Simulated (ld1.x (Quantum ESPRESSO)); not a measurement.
phosphorus: excitation energies, all-electron against TM

* Element: phosphorus
* Generator: ld1.x (Quantum ESPRESSO) 7.5
* Type: norm-conserving Troullier–Martins (Kleinman–Bylander form)
* Functional: PBE
* Relativity: fully relativistic
* Frozen core: [Ne]
* Valence charge: 5
* Reference configuration: 3s1 3p4
* Partial waves: 3s (bound): rc 1.15 bohr; 3p (bound): rc 2.05 bohr
* Local potential: the p channel
* Core correction: a·sin(br)/r model core, default radius (core density twice the valence density)

Open shells are filled in proportion to 2j + 1 (rel_dist='average').

Energies are relative to the spin-unpolarised reference configuration 3s1 3p4; without spin polarisation the order of configurations can differ from experiment. The p channel is local and has no spin–orbit splitting in the pseudo-atom.

Question: Give the all-electron excitation energy and the error of the potential for: 3s2 3p3; 3s2 3p2; 3s2 3p1; 3s0 3p5; 3s2 3p3.3; 3s2 3p2.5; 3s2 3p0.

Answer:

```tsv
valence configuration	charge	ΔE all-electron (eV)	error AE − PS (meV)
3s2 3p3	0	-8.534	-1.6
3s2 3p2	+1	1.196	-1.4
3s2 3p1	+2	20.343	+15
3s0 3p5	0	8.666	-1.7
3s2 3p3.3	-0.3	-9.841	-0.7
3s2 3p2.5	+0.5	-4.759	-2.5
3s2 3p0	+3	50.082	+70
```

Levels in the configuration 3s2 3p3:

```csv
level,all-electron (eV),pseudo (eV)
3s j=1/2,-13.969,-13.969
3p j=1/2,-5.542,-5.509
3p j=3/2,-5.489,-5.509
```
